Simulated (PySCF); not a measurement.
hydrogen selenide (H₂Se), singlet, geometry from GFN2-xTB. Base run: B3LYP/6-311G** (PySCF).

Geometry (Å):
```xyz
3

Se    -0.0021     0.0557    -0.0014
H     -0.9916    -0.9867     0.0176
H      1.0637    -0.9081     0.0301
```
Charge 0, spin multiplicity 1.
All else is at PySCF's defaults.

Each row names what was changed in the base input (with any setting that the change needs).

```
change                                       E (Eh)  HOMO (eV)  HOMO-LUMO gap (eV)  dipole (D)  core-seconds (rough)
--------------------------------------  -----------  ---------  ------------------  ----------  --------------------
base                                    -2402.75162      -6.83                6.81        0.88                     2
functional = scan                       -2402.91018      -6.19                5.86        0.96                     3
functional = wb97m_v                    -2402.56481      -9.28               11.52        0.90                    40
functional = o3lyp                                ?          ?                   ?        0.89                     3
functional = bp86                                 ?          ?                5.23           ?                     2
functional = x3lyp                                ?          ?                   ?        0.89                     2
functional = pbe0; dispersion = d3zero  -2402.42377      -7.07                7.34        0.96                     2
functional = hse06                                ?          ?                   ?           ?                     6
functional = wb97x_v                    -2402.48883      -9.42               11.86        0.96                    40
functional = tpssh                      -2402.64711      -6.45                6.28        0.91                     3
functional = lc_wpbe                    -2402.38725      -9.80               12.39        1.00                     5
functional = lda,vwn                    -2399.28274      -6.00                5.23        1.02                     1
functional = revpbe                     -2402.51564      -5.83                5.22        0.89                     2
```

Problem. Complete the blanks.

Solution. 
- functional = o3lyp, E (Eh): -2403.22613
- functional = o3lyp, HOMO (eV): -6.34
- functional = o3lyp, HOMO-LUMO gap (eV): 6.18
- functional = bp86, E (Eh): -2402.99038
- functional = bp86, HOMO (eV): -5.99
- functional = bp86, dipole (D): 0.92
- functional = x3lyp, E (Eh): -2402.64169
- functional = x3lyp, HOMO (eV): -6.86
- functional = x3lyp, HOMO-LUMO gap (eV): 6.94
- functional = hse06, E (Eh): -2402.40922
- functional = hse06, HOMO (eV): -6.66
- functional = hse06, HOMO-LUMO gap (eV): 6.54
- functional = hse06, dipole (D): 0.95

Absolute energies of different levels of theory aren't comparable as measures of quality.
